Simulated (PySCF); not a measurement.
Vertical excitations of a molecule C4H10N, multiplicity 2 from TDA-ωB97X/def2-SVPD (PySCF), as energy in eV (oscillator strength): 4.11 (0.001), 6.14 (0.012), 6.50 (0.001), 6.53 (0.002), 6.57 (0.043), 6.76 (0.003), 7.03 (0.009), 7.59 (0.001), 7.62 (0.001), 7.68 (0.002). The structure is a stationary point at B3LYP-D3(BJ)/def2-SVP. One conformer was computed; it need not be the lowest.

**Question.** Which structure fits?
A) CC[N]CC
B) C[CH]NCC
C) [CH2]CN(C)C
D) CC(C)(C)[NH]

**Answer.** C, [CH2]CN(C)C
